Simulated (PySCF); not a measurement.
Bonds: Cu1-P2 2.140 Å, Cu1-F6 1.754 Å. P2 carries H3, H4, H5.

Geometry: PBE0-D3(BJ)/def2-SVP; GIAO shifts from PySCF 2.14.0 with density-fitted response routines, gas phase, non-relativistic, averaged over equivalent atoms.

At B3LYP/pcSseg-1 (pcSseg-2 on Cu) (129 basis functions, 6.6 s wall time on 1 thread of an Arm Neoverse V1, shared host):
```
   atoms  δ (ppm)
      P2   -208.3
H3/H4/H5     3.64
      F6   -209.6
```

Chemical shifts δ = σref − σ; H3PO4 for 31P (297.42 ppm); TMS for 1H (31.38 ppm); 19F (171.94 ppm) against CFCl3, all at this level.

Problem. Estimate the result of repeating the calculation with PBE0/pcSseg-1 (pcSseg-2 on Cu).

Solution. 
```
   atoms  δ at PBE0/pcSseg-1 (pcSseg-2 on Cu)  change
      P2                               -218.0    -9.7
H3/H4/H5                                 3.68   +0.04
      F6                               -215.9    -6.3
```

References, each an isolated molecule treated in the same way: 31P (310.13 ppm) against H3PO4; 1H (31.27 ppm) vs TMS; CFCl3 for 19F (177.25 ppm).

The largest change is at P2 (phosphorus bonded to Cu, 3 H). Cost: 129 basis functions, 9.2 s wall time on 1 thread of an Arm Neoverse V1, shared host.

Unscaled 19F shifts against computed CFCl3 carry errors that often reach 10 to 50 ppm. Experimental scales use liquid or dissolved standards, which lie at an offset from isolated H3PO4.
